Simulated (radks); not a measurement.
Results of a calculation; reference values are marked as such.
Q: Neutral silver, [Kr] 4d10 5s1. Level of theory: non-relativistic Kohn-Sham, r2SCAN, spin-polarised, spherical densities, point nucleus; meta-GGA in the generalised Kohn-Sham scheme (a radial shooting solver on a logarithmic mesh with Libxc functionals). Every spin shell is full or empty, so the densities are truly spherical. Functionals are evaluated on that one density, not self-consistently. Rank these orbital-free kinetic functionals by their error against the exact value of the orbitals, and give that value: Thomas-Fermi, TF + vW, TF + vW/9, TF + vW/5, LC94, APBEK, revAPBEK, Perdew 92, Thakkar, Pearson, LKT, PG1, DePristo-Kress.

A: Exact: 5197.89 hartree. From best to worst, with 100 (|E| - |E exact|)/|E exact| (equal figures are ties): DePristo-Kress -0.07, LC94 +0.09, APBEK +0.15, revAPBEK +0.33, Thakkar -0.53, Perdew 92 -0.65, TF + vW/9 -0.66, Pearson -0.92, TF + vW/5 +3.11, Thomas-Fermi -5.38, PG1 +15.48, LKT +19.68, TF + vW +37.05.
